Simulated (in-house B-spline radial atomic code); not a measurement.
# Ionising Zn⁶⁺ with different functionals

Computed with a B-spline radial code for spherical atoms: scalar-relativistic (spin-free X2C) Hamiltonian, Fermi nucleus of rms radius 3.9283 fm, spin-polarised at highest spin, spherical fractional occupations for the functionals, the average over the highest-spin determinants for Hartree-Fock. The ionisation energy is the difference of two self-consistent energies, [Ar] 3d6 → [Ar] 3d5, without Breit or QED terms; ε is the level of the shell that loses the electron (its least bound occupied spin orbital).

Hybrids are left out here: with spherical fractional occupations of an open shell their exact exchange keeps a self-interaction that integer-occupation calculations don't have.

```
           method          rung  ΔSCF (eV)  -ε(3d) (eV)
     Hartree-Fock  Hartree-Fock     133.17       135.89
         LDA VWN5           LDA     136.27       122.50
         LDA PW92           LDA     136.26       122.49
LDA exchange-only           LDA     133.67       120.01
              PBE           GGA     135.77       122.03
           PBEsol           GGA     135.72       121.99
             BLYP           GGA     135.76       121.99
             RPBE           GGA     135.62       121.90
             PW91           GGA     135.98       122.23
             BP86           GGA     135.95       122.19
             AM05           GGA     135.77       122.04
             OLYP           GGA     135.88       122.19
             TPSS      meta-GGA     135.42       121.74
             SCAN      meta-GGA     134.37       120.97
           r2SCAN      meta-GGA     134.48       121.09
          revTPSS      meta-GGA     135.07       121.45
```

(1) How do they compare with the NIST value?

Results:

(1) NIST lists 134 eV ± 1.2 (semi-empirical, ground level to ground level). Errors run from -0.73 to +2.37 eV; all lie within about twice that uncertainty, so the table can't rank the methods. Hartree-Fock also lacks correlation.
